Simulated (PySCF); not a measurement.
Orbital picture of SmH

UHF at R = 2.115 Å; Sm x2c-SVPall, H x2c-SVPall; spin-free X2C with a Gaussian nucleus (PySCF 2.14). State: octet, about 6.0 electrons in the 4f shell (Mulliken), real f orbitals that mix terms. Only the outer orbitals are listed, counted within each symmetry.

```
spin  orbital  occ.  ε (eV)  on Sm (%)           main shells (%)
   α       7π     1  -13.01        100                  100 Sm f
   α       7π     1  -13.01        100                  100 Sm f
   α       3δ     1  -13.01        100                  100 Sm f
   α       1φ     1  -11.88        100                  100 Sm f
   α       1φ     1  -11.88        100                  100 Sm f
   α      12σ     1  -11.80         98                   98 Sm f
   α      13σ     1   -8.74         36  64 H s, 14 Sm d, 14 Sm s
   α      14σ     1   -4.91         98  72 Sm s, 18 Sm p, 9 Sm d
   α       8π     0    1.35        100          72 Sm p, 28 Sm d
   α       8π     0    1.35        100          72 Sm p, 28 Sm d
   α      15σ     0    1.76         98          56 Sm d, 41 Sm p
   β       6π     1  -26.76        100                  100 Sm p
   β       6π     1  -26.76        100                  100 Sm p
   β      11σ     1  -26.56         99                   99 Sm p
   β      12σ     1   -8.27         33  67 H s, 14 Sm s, 11 Sm d
   β      13σ     0    0.51         98   82 Sm s, 8 Sm p, 8 Sm d
   β       3δ     0    2.76        100                  100 Sm d
   β       3δ     0    2.79        100                  100 Sm d
```

Task: Which are the highest filled and the lowest empty level, where do they sit, and how wide is the gap?

Result: Highest filled α 14σ at -4.91 eV (in %: 72 Sm s, 18 Sm p, 9 Sm d); lowest empty β 13σ at 0.51 eV (in %: 82 Sm s, 8 Sm p, 8 Sm d); the gap at UHF is 5.42 eV. An empty level above zero is unbound, and its energy depends on the basis.

```
bond order (Mayer)                              : 0.86
⟨S²⟩                                            : 15.759
charge on Sm (Mulliken, basis-dependent)        : 0.37
charge on Sm (Löwdin, basis-dependent)          : 0.27
dipole moment (positive dipole means Sm(−)H(+)) : -3.73 D
```

Spin–orbit coupling is left out. With d or f electrons several states lie close, and the lowest PBE0 determinant need not be the measured ground state.
